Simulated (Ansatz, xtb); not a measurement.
**Ranking isomers of C2HSe**

3 gas-phase structures of C2HSe, found in a search over its isomers (lower ones may exist). Each was relaxed with GFN2-xTB:

A. `C#C[Se]`, a doublet
B. `[C]#C[SeH]`, a doublet
C. `[C]1=C[Se]1`, a doublet

Question: Which do you expect lowest at r2SCAN-D4/def2-SVP, and how would the others follow?

Answer: Calculated order at r2SCAN-D4/def2-SVP: A (0.000), C (1.276), B (2.455) eV.

Energies above the lowest of each column, in eV; the last columns are at B3LYP-D3(BJ)/6-311G** geometries:

```
structure  GFN2-xTB  HF/STO-3G  r2SCAN-D4/def2-SVP  B3LYP-D3(BJ)/6-311G**  CCSD(T)/def2-TZVP
        A     0.000      0.000               0.000                  0.000              0.000
        C     1.605      2.099               1.276                  1.276              1.158
        B     2.643      2.348               2.455                  2.336              2.338
```

Every level run on A puts it lowest or level with the lowest. Open shells are spin-unrestricted, some with notable spin contamination.

Programs: Ansatz 0.2.0, xtb 6.7.1 (Pople sets with spherical d functions).
